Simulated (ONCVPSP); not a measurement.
## Configuration tests for osmium (Os) (ONCV)

ONCVPSP 4.0.1 input, shortened (lines: element, Z, core and valence counts, functional; n l f; lmax; l rc ep ncon nbas qcut; lloc lpopt rc5 dvloc0; l nproj debl; icmod fcfact rcfact), PBE, fully relativistic:

```
  Os 76.00    9    5        4      upf
    1    0    2.00
    2    0    2.00
    2    1    6.00
    3    0    2.00
    3    1    6.00
    3    2   10.00
    4    0    2.00
    4    1    6.00
    4    2   10.00
    4    3   14.00
    5    0    2.00
    5    1    6.00
    5    2    7.00
    6    0    1.00
    3
    0    1.85    0.00    5    9    7.10
    1    1.70    0.00    3    6    7.70
    2    2.35    0.00    3    7    6.60
    3    0.80    0.00    4    9   25.00
    4    3    0.70    4.00
    0    2    0.70
    1    2    1.90
    2    1    1.00
    3    2    1.60
    3    2.25    1.60
```

Open shells are filled in proportion to 2j + 1.

In the f channel the program set the typed energies aside and used -1.770, 0.250 Ha (j = l + 1/2; the other j can differ).

Energies are relative to the spin-unpolarised reference configuration 4f14 5s2 5p6 5d7 6s1; without spin polarisation the order of configurations can differ from experiment.

(1) Give the all-electron excitation energy and the error of the potential for: 4f14 5s2 5p6 5d6 6s2; 4f14 5s2 5p6 5d6 6s1; 4f14 5s2 5p6 5d6 6s0; 4f14 5s2 5p6 5d6 6s1 6p1.

Note: ghosts flagged at negative energy: s at -163.2 eV; GHOST(+) flagged for p3/2 at 91.7 eV, p1/2 at 136.8 eV. A true bound ghost makes a file unfit for plane-wave use.

Answers

(1)

```csv
valence configuration,charge,ΔE all-electron (eV),error AE − PS (meV)
4f14 5s2 5p6 5d6 6s2,0,-0.308,+0.6
4f14 5s2 5p6 5d6 6s1,+1,9.277,+0.9
4f14 5s2 5p6 5d6 6s0,+2,26.196,-1.8
4f14 5s2 5p6 5d6 6s1 6p1,0,4.701,+1.6
```
